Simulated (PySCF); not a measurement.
borazine (H6B3N3), singlet, at a GFN2-xTB geometry. Base run: PySCF with DF-CAMB3LYP/6-31G*.

The PySCF input:
```python
from pyscf import gto, scf, dft

mol = gto.M(
    atom='''
B     0.981958   -1.045659   -0.108216
N     1.346318    0.281398    0.229442
B     0.406946    1.335958    0.344915
N    -0.951850    1.013597    0.104898
B    -1.388904   -0.290299   -0.236699
N    -0.394469   -1.294995   -0.334340
H     1.784179   -1.899921   -0.196625
H     2.319928    0.484895    0.395366
H     0.739405    2.427383    0.626698
H    -1.640194    1.746595    0.180757
H    -2.523585   -0.527462   -0.430073
H    -0.679734   -2.231490   -0.576122
''',
    basis='6-31g*',
    charge=0,
    spin=0,
    verbose=4,
)

mf = dft.RKS(mol)
mf.xc = 'camb3lyp'
mf = mf.density_fit(auxbasis='def2-universal-jkfit')
mf.kernel()
mf.analyze()
```

Each row names what was changed in the base input (with any setting that the change needs).

```json
[
 {"change": "base", "ΔE vs base (µEh)": "0.0", "SCF cycles": "8"},
 {"change": "diis_space = 4", "ΔE vs base (µEh)": "0.0", "SCF cycles": "9"},
 {"change": "diis_space = 20", "ΔE vs base (µEh)": "0.0", "SCF cycles": "8"},
 {"change": "conv_tol_grad = 1e-7", "ΔE vs base (µEh)": "0.0", "SCF cycles": "11"},
 {"change": "conv_tol = 1e-11", "ΔE vs base (µEh)": "0.0", "SCF cycles": "10"},
 {"change": "solver = newton; init_guess = 1e", "ΔE vs base (µEh)": "0.0", "SCF cycles": "-"},
 {"change": "init_guess = atom", "ΔE vs base (µEh)": "0.0", "SCF cycles": "9"},
 {"change": "init_guess = 1e", "ΔE vs base (µEh)": "0.0", "SCF cycles": "13"},
 {"change": "conv_tol_grad = 1e-3", "ΔE vs base (µEh)": "0.0", "SCF cycles": "8"},
 {"change": "DIIS = ADIIS", "ΔE vs base (µEh)": "0.0", "SCF cycles": "12"},
 {"change": "init_guess = sap", "ΔE vs base (µEh)": "0.0", "SCF cycles": "10"},
 {"change": "level_shift = 0.1 (with mf.max_cycle = 100)", "ΔE vs base (µEh)": "0.0", "SCF cycles": "9"},
 {"change": "damp = 0.5; diis_start_cycle = 5", "ΔE vs base (µEh)": "0.0", "SCF cycles": "10"}
]
```
